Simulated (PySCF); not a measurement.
**Excitation energy of I by level of theory**

I [Kr] 4d10 5s2 5p5 (2P) → I [Kr] 4d10 5s1 5p6 (2S), as a difference of total energies. All numbers are calculated (PySCF 2.14, scalar relativity through the core potential, in aug-cc-pwCVDZ-PP with ECP28MDF). Correlated levels: valence and next inner shell: nothing frozen outside the core potential. The calculations carry no spin-orbit coupling.

```tsv
method	excitation energy (eV)
UHF	12.668
MP2 (valence and next inner shell)	10.518
SCS-MP2 (valence and next inner shell)	10.351
CCSD (valence and next inner shell)	9.716
CCSD(T) (valence and next inner shell)	8.823
```

Task: How much does correlation contribute at CCSD(T) (valence and next inner shell)?

Result: 8.823 − (12.668) = -3.845 eV, measured against UHF.

The coupled-cluster amplitudes are large for the upper state (T1 above 0.03 or a double amplitude above 0.15), so a single reference is strained.
